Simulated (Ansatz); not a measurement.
`C1N[SiH2]S1` and `C[SiH]1NCS1` differ in one atom or group.

Ansatz, PBE0-D4/def2-TZVP geometries, multiplicity 1. 

| property | `C1N[SiH2]S1` |
| --- | --- |
| LUMO energy (PBE0/def2-TZVPP) / eV | -0.38 |
| HOMO–LUMO gap (B3LYP/def2-TZVPP) / eV | 5.98 |
| HOMO–LUMO gap (PBE0/def2-TZVPP) / eV | 6.42 |
| HOMO energy (PBE0/def2-TZVPP) / eV | -6.80 |
| LUMO energy (PBE/def2-TZVPP) / eV | -1.25 |
| LUMO energy (B3LYP/def2-TZVPP) / eV | -0.59 |

(1) What does the change do to each property? (Best estimate.)

Results:

(1) The calculation gave: 
```
                             property  `C[SiH]1NCS1`  shift
   LUMO energy (PBE0/def2-TZVPP) / eV           0.17   0.55
HOMO–LUMO gap (B3LYP/def2-TZVPP) / eV           6.37   0.39
 HOMO–LUMO gap (PBE0/def2-TZVPP) / eV           6.81   0.39
   HOMO energy (PBE0/def2-TZVPP) / eV          -6.64   0.16
    LUMO energy (PBE/def2-TZVPP) / eV          -0.72   0.53
  LUMO energy (B3LYP/def2-TZVPP) / eV          -0.05   0.54
```

With PBE0 the HOMO rises by 0.16 eV and the LUMO rises by 0.55 eV, so the gap widens by about 0.39 eV. PBE moves the HOMO by 0.16 eV and ωB97M-V by 0.15 eV.

B3LYP here is the variant with VWN-RPA as its local correlation; programs differ in this.
